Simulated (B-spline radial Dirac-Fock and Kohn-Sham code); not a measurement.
## K: eigenvalues, ΔSCF and the reference

System: atomic potassium, configuration 1s2 2s2 2p6 3s2 3p6 4s1.

The density-functional columns are spherical, spin-unpolarised Dirac-Kohn-Sham results without Breit or QED terms: −ε is minus the orbital energy of the initial state and ΔSCF the difference of two total energies, and "half-occupied" is minus the orbital energy with half an electron removed (Slater transition state). The reference in the last column comes from Dirac-Fock (average of configuration) total-energy differences with a finite nucleus, the Breit interaction including its frequency dependence, and self-energy and vacuum-polarisation corrections. All numbers are from a radial atomic solver, in eV; a selection of levels is shown.

```
level  LDA −ε  LDA ΔSCF  LDA half-occupied  PBE −ε  PBE0 −ε  Dirac-Fock
    K  3511.1    3619.8             3619.8  3521.8   3554.3      3614.0
   L1   352.2     371.5              371.3   353.3    364.8       386.1
   L2   281.9     303.8              303.6   282.0    290.8       303.1
   L3   279.0     300.7              300.5   279.1    287.9       300.3
   M2   19.02     25.17              25.09   18.99    21.18       23.97
   M3   18.75     24.87              24.79   18.72    20.90       23.70
   N1    2.43      4.40               4.43    2.32     2.32        4.02
```

Problem. Order the estimates of the K (1s) level by their distance from the Dirac-Fock value, nearest first.
A. LDA ΔSCF
B. PBE0 −ε
C. PBE −ε
D. LDA −ε
E. LDA half-occupied

Solution. A (5.8 eV), E (5.8 eV), B (59.7 eV), C (92.2 eV), D (103.0 eV).

For the outermost level NIST gives 4.340664 eV (measured); the differences from it are LDA −ε -1.91, LDA ΔSCF +0.06, LDA half-occupied +0.08, PBE −ε -2.02, PBE0 −ε -2.02, Dirac-Fock -0.32 eV.

Values without a named source are computed, but for edge energies of neutral atoms, which are taken from tables.
